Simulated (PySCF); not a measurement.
Sb, charge -1, triplet (core potentials on Sb); HF/def2-SVP in PySCF.

PySCF was given this input:
```python
from pyscf import gto, scf

mol = gto.M(
    atom='''
Sb    0.00000000    0.00000000    0.00000000
''',
    basis='def2-svp',
    ecp={'Sb': 'def2-svp'},
    charge=-1,
    spin=2,
    verbose=4,
)

mf = scf.UHF(mol)
mf.kernel()
```

What the program printed (banner, timings and long lists left out):

```
PySCF version 2.14.0

[INPUT] verbose = 4
[INPUT] num. atoms = 1
[INPUT] num. electrons = 24
[INPUT] charge = -1
[INPUT] spin (= nelec alpha-beta = 2S) = 2
[INPUT] symmetry False subgroup None
[INPUT] Mole.unit = angstrom
[INPUT] Symbol           X                Y                Z      unit          X                Y                Z       unit  Magmom
[INPUT]  1 Sb     0.000000000000   0.000000000000   0.000000000000 AA    0.000000000000   0.000000000000   0.000000000000 Bohr   0.0

nuclear repulsion = 0
number of shells = 10
number of NR pGTOs = 61
number of NR cGTOs = 26
basis = def2-svp
ecp = {'Sb': 'def2-svp'}

******** <class 'pyscf.scf.uhf.UHF'> ********
method = UHF
initial guess = minao
damping factor = 0
level_shift factor = 0
DIIS = <class 'pyscf.scf.diis.CDIIS'>
diis_start_cycle = 1
diis_space = 8
diis_damp = 0
SCF conv_tol = 1e-09
SCF conv_tol_grad = None
SCF max_cycles = 50
direct_scf = True
direct_scf_tol = 1e-13
number electrons alpha = 13  beta = 11
Set gradient conv threshold to 3.16228e-05
init E= -213.309652752471

cycle= 1 E= -238.621638160099  delta_E= -25.3  |g|= 1.09  |ddm|= 6.38
cycle= 2 E= -239.211952605021  delta_E= -0.59  |g|= 0.39  |ddm|= 2.83
cycle= 3 E= -239.252537806885  delta_E= -0.0406  |g|= 0.0217  |ddm|= 0.376
cycle= 4 E= -239.253066428574  delta_E= -0.000529  |g|= 0.00721  |ddm|= 0.0672
cycle= 5 E= -239.253155714696  delta_E= -8.93e-05  |g|= 0.00218  |ddm|= 0.0365
cycle= 6 E= -239.253168128823  delta_E= -1.24e-05  |g|= 0.000458  |ddm|= 0.0154
cycle= 7 E= -239.25316867437  delta_E= -5.46e-07  |g|= 7.46e-05  |ddm|= 0.0032
cycle= 8 E= -239.253168687409  delta_E= -1.3e-08  |g|= 1.01e-05  |ddm|= 0.000433
cycle= 9 E= -239.253168687604  delta_E= -1.94e-10  |g|= 1.95e-06  |ddm|= 4.58e-05
Extra cycle  E= -239.253168687609  delta_E= -5.68e-12  |g|= 7.79e-07  |ddm|= 4.94e-06
converged SCF energy = -239.253168687609  <S^2> = 2.0077255  2S+1 = 3.0051459
```
